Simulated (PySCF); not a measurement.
Electronic absorption of C4H6OSSi

Compound: C4H6OSSi.
SMILES: `O=C1CSC=C1[SiH3]`

Computed with TDDFT PBE0/def2-SVPD, vertical, gas phase, core orbitals frozen in the response in PySCF 2.14.0, density-fitted response routines. Geometry: GFN2-xTB; no solvent, vibrations or thermal averaging.

```
state  E (eV)  E (kJ/mol)  λ (nm)       f  |μ| (D)  symmetry  main configurations (H = HOMO, L = LUMO)
   S1    3.89         376   318.3  0.0003     0.15         –                               H-1→L (97%)
   S2    4.29         414   289.1   0.141     2.95        A′                                 H→L (96%)
   S3    5.37         518   231.0  0.0002     0.10         –                               H→L+1 (96%)
   S4    6.05         584   204.9  0.0005     0.15         –                               H-2→L (97%)
   S5    6.14         593   201.8  0.0091     0.63        A″                               H→L+2 (96%)
   S6    6.38         616   194.3   0.172     2.66        A′                               H→L+3 (96%)
   S7    6.43         621   192.7  0.0001     0.05         –                             H-1→L+3 (89%)
   S8    6.50         628   190.6   0.044     1.33        A′                             H-1→L+1 (89%)
```

Triplets, Tamm–Dancoff:

```json
{"state": "T1", "E (eV)": "2.93", "λ (nm)": "422.7", "main configurations (H = HOMO, L = LUMO)": "H→L (96%)"}
{"state": "T2", "E (eV)": "3.47", "λ (nm)": "356.9", "main configurations (H = HOMO, L = LUMO)": "H-1→L (94%)"}
{"state": "T3", "E (eV)": "4.99", "λ (nm)": "248.6", "main configurations (H = HOMO, L = LUMO)": "H→L+1 (92%)"}
```

The lowest singlet lies at 3.89 eV (318 nm, ultraviolet) and is dark (f under 0.0005); its leading configuration is HOMO-1→LUMO (97%). The strongest level in the table is S6 at 6.38 eV (194 nm, f = 0.172). Löwdin shares by element: HOMO sulfur 44%, carbon 31% or more, oxygen 10% (atoms not listed hold the other 15%); LUMO carbon 60% or more, oxygen 17% (atoms not listed hold the other 23%). Orbital energies (eV): HOMO-3 -9.61, HOMO-2 -9.51, HOMO-1 -7.63, HOMO -6.95, LUMO -1.90, LUMO+1 -0.08, LUMO+2 0.34. The listed states span 2.61 eV, and the widest gap between neighbours is 1.08 eV (S2 to S3). The oscillator strengths of these states sum to 0.367; summed over the whole spectrum of an exact calculation they would give the number of electrons, 68 (Thomas–Reiche–Kuhn). Symmetry labels in Cs follow from the direction of the transition dipole and are given only for states with f of 0.002 or more. The window holds the lowest 8 singlets.
